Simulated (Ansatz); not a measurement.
**Ligand exchange: CBr2ClF + SnHBr3 → CHBrClF + SnBr4**

Species: CBr2ClF `FC(Cl)(Br)Br`, singlet; SnHBr3 `[Br][SnH]([Br])[Br]`, singlet; CHBrClF (bromochlorofluoromethane) `FC(Cl)Br`, singlet; SnBr4 `[Br][Sn]([Br])([Br])[Br]`, singlet. The partners trade Br for H: C–Br and Sn–H bonds give way to C–H and Sn–Br.

Shapes, held fixed at every level: PBE0-D4/def2-TZVP. Programs: Ansatz 0.2.0. The zero-point and thermal change to 298 K, harmonic and unscaled (PBE0-D4/def2-TZVP), is +13.6 kJ/mol.

| level | kind | ΔH(298 K) (kJ/mol) | less CCSD(T)/def2-TZVPP | CPU time (sum over the molecules) |
| --- | --- | --- | --- | --- |
| PBE-D4/def2-TZVPP | GGA | -157.1 | +6.2 | 73 s |
| r2SCAN-D4/def2-TZVPP | meta-GGA | -164.7 | -1.4 | 2 min |
| B3LYP-D4/def2-TZVPP | global hybrid | -169.5 | -6.2 | 2.8 min |
| r2SCAN0-D4/def2-TZVPP | global hybrid | -171.7 | -8.4 | 2.7 min |
| B2PLYP/def2-TZVPP | double hybrid | -168.2 | -4.9 | 3 min |
| MP2/def2-SVP | perturbation theory | -169.5 | -6.2 | – |
| CCSD/def2-TZVPP | coupled cluster or CI | -167.6 | -4.3 | – |
| CCSD(T)/def2-TZVPP | coupled cluster or CI | -163.3 | 0.0 | 33 min |

The highest level, CCSD(T)/def2-TZVPP, gives ΔH(298 K) = -163.3 kJ/mol; the levels span -171.7 to -157.1. The column of differences is taken from that level and isn't an error. No measured value is set beside it here. For atoms past krypton def2 sets carry core potentials with scalar relativity. Relativity is left out for Br. Outer-core shells of Br, Sn are correlated in most correlated rows, in sets that cover them unevenly. Times are processor times on shared x86 and Arm servers, and rough.
